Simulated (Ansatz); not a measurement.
Ge18NH28, a doped nanocrystal cut from the lattice of germanium (N on a surface site), relaxed as a doublet with UKS r2SCAN-D4/def2-SVP in Ansatz, starting from the GFN2-xTB geometry. Force threshold 0.03 eV/Å.

Single mean-field runs in def2-SVP are fitted with def2-universal-jkfit.

Start:

```xyz
47

Ge   -3.810    1.512    0.064
Ge   -2.561    2.576    3.763
Ge   -0.830    3.908    0.337
Ge    0.118    0.037   -0.753
Ge    1.322    1.717    2.842
Ge    1.771   -1.721   -5.277
Ge    3.460   -1.411   -1.598
N    -1.809   -0.433    1.896
Ge    1.203   -2.221    1.928
Ge    0.042   -3.482   -2.081
Ge   -2.912    3.307    1.429
Ge   -2.150   -0.244    0.059
Ge   -0.257   -2.543   -4.281
Ge   -0.303    2.140    4.716
Ge    0.805    2.103    0.422
Ge    1.354   -2.093   -0.538
Ge    2.501   -0.432    2.936
Ge    3.207   -0.476   -3.807
Ge   -1.120   -2.028    2.535
H    -5.178    1.028    0.528
H    -4.118    2.021   -1.339
H    -3.562    1.408    3.936
H    -3.330    3.591    4.628
H    -1.075    4.320   -1.113
H    -0.192    5.172    0.900
H    -0.080    0.521   -2.221
H     2.579    2.614    3.065
H     1.450   -0.931   -6.531
H     2.534   -2.907   -5.836
H     4.186   -0.401   -0.719
H     4.475   -2.548   -1.648
H    -2.628   -0.198    2.444
H     1.598   -3.659    2.326
H    -1.294   -3.836   -1.444
H     0.691   -4.861   -2.187
H    -3.821    4.559    1.383
H    -2.802   -1.589   -0.390
H    -1.291   -1.440   -4.195
H    -0.939   -3.560   -5.179
H     0.030    3.709    4.622
H     2.138    2.619   -0.187
H     3.858   -0.504    2.234
H     2.877   -0.960    4.321
H     2.684    0.940   -3.684
H     4.560   -0.269   -4.462
H    -2.048   -3.168    2.115
H    -1.330   -1.886    4.042
```

```
step    energy (eV)  largest force component (eV/Å)  SCF passes
   1  -1019151.8521                           1.579          24
   2  -1019152.6419                           0.737          27
   3  -1019152.9283                           0.271          25
   4  -1019152.9782                           0.845          26
   5  -1019153.0236                           0.204          22
   6  -1019153.0483                           0.117          22
   7  -1019153.0611                           0.102          22
   8  -1019153.0661                           0.126          22
   9  -1019153.0689                           0.131          22
  10  -1019153.0730                           0.085          21
  11  -1019153.0770                           0.083          22
  12  -1019153.0791                           0.125          21
  13  -1019153.0811                           0.131          22
  14  -1019153.0841                           0.093          23
  15  -1019153.0857                           0.047          23
  16  -1019153.0872                           0.023          21
  17  -1019153.0879                           0.043          21
  18  -1019153.0884                           0.043          22
  19  -1019153.0888                           0.023          22
  20  -1019153.0889                           0.018          22
```

Force components are those of the run's own axes.

End:

```xyz
47

Ge   -3.848    1.684    0.081
Ge   -2.549    2.708    3.625
Ge   -0.690    4.080    0.296
Ge   -0.231    0.271   -0.867
Ge    1.410    1.655    2.584
Ge    1.929   -1.993   -5.181
Ge    3.368   -1.181   -1.561
N    -1.939   -0.529    1.976
Ge    1.168   -2.176    1.734
Ge    0.167   -3.499   -1.956
Ge   -2.803    3.481    1.330
Ge   -2.361   -0.229    0.179
Ge   -0.181   -2.711   -4.223
Ge   -0.445    1.624    4.149
Ge    0.793    2.155    0.282
Ge    1.174   -1.707   -0.657
Ge    2.528   -0.490    2.826
Ge    3.039   -0.330   -3.809
Ge   -1.123   -2.107    2.549
H    -5.228    1.349    0.683
H    -4.050    2.071   -1.397
H    -3.692    1.697    3.885
H    -2.783    3.876    4.606
H    -0.951    4.568   -1.144
H    -0.034    5.237    1.078
H    -0.442    0.646   -2.351
H     2.394    2.763    3.039
H     1.708   -1.447   -6.606
H     2.851   -3.224   -5.292
H     4.064   -0.125   -0.680
H     4.259   -2.439   -1.595
H    -2.718   -0.292    2.596
H     1.729   -3.591    1.998
H    -1.165   -3.931   -1.311
H     1.106   -4.721   -1.968
H    -3.741    4.710    1.335
H    -2.994   -1.498   -0.455
H    -1.163   -1.525   -4.191
H    -0.806   -3.814   -5.099
H     0.075    2.165    5.511
H     2.094    2.524   -0.470
H     3.933   -0.468    2.193
H     2.686   -0.816    4.326
H     2.166    0.937   -3.727
H     4.383    0.067   -4.452
H    -1.902   -3.347    2.041
H    -1.186   -2.076    4.089
```

By distances, no bond broke or formed. The bond that changes most is Ge5–Ge14, from 2.52 to 2.43 Å (atoms count from 1).

The force fell under the threshold at step 16, but the optimiser went on. No frequencies were taken in this run, so the end may be a saddle point.

Hardware: 11 threads of AMD EPYC 7R13 on a shared host and a whole NVIDIA H100 80GB HBM3. Wall time 2.4 min, peak host memory 1.6 GiB.
